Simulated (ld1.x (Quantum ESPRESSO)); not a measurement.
Reading a pseudo-wave (hydrogen (H))

Columns: radius, all-electron u(r) and pseudo u(r) of the 1s shell (level -6.49 eV) of hydrogen in the configuration 1s1; PBE, non-relativistic, ultrasoft scheme, ld1.x (Quantum ESPRESSO) 7.5.

| r (bohr) | all-electron | pseudo |
| --- | --- | --- |
| 0.075 | 0.1335 | 0.0882 |
| 0.150 | 0.2473 | 0.1747 |
| 0.225 | 0.3436 | 0.2578 |
| 0.300 | 0.4244 | 0.3360 |
| 0.375 | 0.4916 | 0.4082 |
| 0.450 | 0.5468 | 0.4731 |
| 0.525 | 0.5914 | 0.5300 |
| 0.600 | 0.6269 | 0.5785 |
| 0.675 | 0.6543 | 0.6184 |
| 0.750 | 0.6747 | 0.6498 |
| 0.825 | 0.6891 | 0.6731 |
| 0.900 | 0.6982 | 0.6890 |
| 0.975 | 0.7028 | 0.6983 |
| 1.050 | 0.7035 | 0.7019 |
| 1.125 | 0.7009 | 0.7007 |
| 1.200 | 0.6954 | 0.6957 |
| 1.275 | 0.6875 | 0.6878 |
| 1.350 | 0.6775 | 0.6777 |
| 1.425 | 0.6659 | 0.6659 |
| 1.500 | 0.6528 | 0.6528 |
| 1.575 | 0.6386 | 0.6386 |
| 1.650 | 0.6235 | 0.6235 |
| 1.725 | 0.6076 | 0.6076 |
| 1.800 | 0.5913 | 0.5913 |
| 1.875 | 0.5745 | 0.5745 |
| 1.950 | 0.5574 | 0.5574 |

Q: How many radial nodes do the two functions have?

A: The all-electron 1s function has n − l − 1 = 0; the pseudo-wave has 0.

Q: Is the pseudo-wave norm-conserving?

A: No, it belongs to an ultrasoft set: the norm inside the radius is not constrained, and the difference is carried by the augmentation charge.
